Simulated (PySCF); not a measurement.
(2R)-but-3-ene-1,2-diamine (C4H10N2), SMILES C=C[C@@H](N)CN.

Geometry optimised at B3LYP-D3(BJ)/def2-SVP. One conformer was computed; it need not be the lowest.

Two levels are set side by side: TDDFT-PBE/def2-SVPD (PySCF) and TDDFT-ωB97X/def2-SVPD (PySCF). Vertical, same geometry. The lowest singlet is HOMO→LUMO 99 % with PBE and HOMO→LUMO+1 64 %, HOMO→LUMO 12 % with the other functional; states are paired by order. Differences are taken from unrounded values.

```
quantity                               TDDFT-ωB97X
-------------------------------------  -----------
lowest singlet excitation (eV)                6.70
lowest triplet excitation (TDA) (eV)          4.42
first bright state (f over 0.05) (eV)         6.76
its oscillator strength                       0.07
```

What does TDDFT-PBE give, and how far is it from TDDFT-ωB97X? (The exact figures need the calculation; the answer reports its results.)


| quantity | TDDFT-PBE | TDDFT-PBE minus TDDFT-ωB97X |
|---|---|---|
| lowest singlet excitation (eV) | 4.49 | -2.21 |
| lowest triplet excitation (TDA) (eV) | 4.22 | -0.21 |
| first bright state (f over 0.05) (eV) | 5.12 | -1.64 |
| its oscillator strength | 0.07 | 0.00 |

A lower first singlet is the usual sign of a functional without exact exchange. Differences between two approximate levels are no errors against the true value.

Rough cost on one machine, each run with all the roots and properties that it gave: TDDFT-ωB97X against TDDFT-PBE about 8 times.
